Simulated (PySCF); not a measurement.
**What went wrong, or what changed?**

The sound run of [Ce(NH3)]3+ (singlet in the valence; each metal's 4f electrons, 1 of them, lie in its core potential, out of spins and levels) uses PySCF 2.14.0, RKS r2SCAN, Ce lcecp-1-SVP with ECP47, N def2-SVP, H def2-SVP; non-relativistic Hamiltonian with scalar-relativistic core potentials where named; density fitting; no spin-orbit coupling, grid (50, 194), threshold 1e-8 and 55 cycles at the relaxed geometry. This run, with dm0 from free metal ions and neutral atoms, differs:

```python
mol = gto.M(atom='''
Ce     0.00000     0.00000    -0.21485
N     -0.00000    -0.00000     2.25241
H      0.94021     0.00004     2.71119
H     -0.47014     0.81423     2.71119
H     -0.47008    -0.81427     2.71119''',
    basis={'Ce': 'lcecp-1-SVP', 'N': 'def2-SVP', 'H': 'def2-SVP'},
    ecp={'Ce': 'lcecp-1-SVP'},
    charge=3, spin=0)
mf = dft.RKS(mol, xc='R2SCAN')
mf.grids.atom_grid = (15, 26)  # f atoms: unpruned
mf = mf.density_fit()  # fitting sets: Ce AutoAux, N def2-universal-JKFIT, H def2-universal-JKFIT
mf.conv_tol = 1e-08; mf.max_cycle = 55
mf.kernel(dm0)
mf.nuc_grad_method().kernel()
```

**Question.** What was changed, and how did it end?

**Answer.** The integration grid was changed. It converged in 10 cycles, -0.137 eV from the sound run, largest force component 5.49 eV/Å. These settings are unsound on purpose: the numbers aren't the compound's.
```
init E= -79.887665319801
cycle= 1 E= -85.2910239235726  delta_E= -5.4  |g|= 3.08  |ddm|= 2.84
cycle= 2 E= -75.4011555944148  delta_E= 9.89  |g|= 3.81  |ddm|= 5.25
cycle= 3 E= -87.0431832195272  delta_E= -11.6  |g|= 1.12  |ddm|= 4.89
cycle= 4 E= -87.4099712966625  delta_E= -0.367  |g|= 0.501  |ddm|= 1.69
cycle= 5 E= -87.469037906807  delta_E= -0.0591  |g|= 0.145  |ddm|= 0.623
...
cycle= 8 E= -87.4749454586554  delta_E= -1.31e-06  |g|= 0.00046  |ddm|= 0.00245
cycle= 9 E= -87.4749455164662  delta_E= -5.78e-08  |g|= 4.48e-05  |ddm|= 0.000536
cycle= 10 E= -87.4749455169871  delta_E= -5.21e-10  |g|= 3.47e-06  |ddm|= 4.49e-05
Extra cycle  E= -87.4749455169862  delta_E= 9.24e-13  |g|= 4.07e-06  |ddm|= 6.45e-06
converged SCF energy = -87.4749455169862
```

Run from Python with OMP_NUM_THREADS=2; the lines above give its settings. Where DIIS fails, smearing, a level shift and second-order steps follow.
It took 1.2 s on 2 threads of Arm Neoverse V2, on a shared host.

No frequency check is given that shows the relaxed geometry to be a minimum. An lcecp potential fixes the number of 4f electrons, so in runs with it no electron can move into or out of that shell.
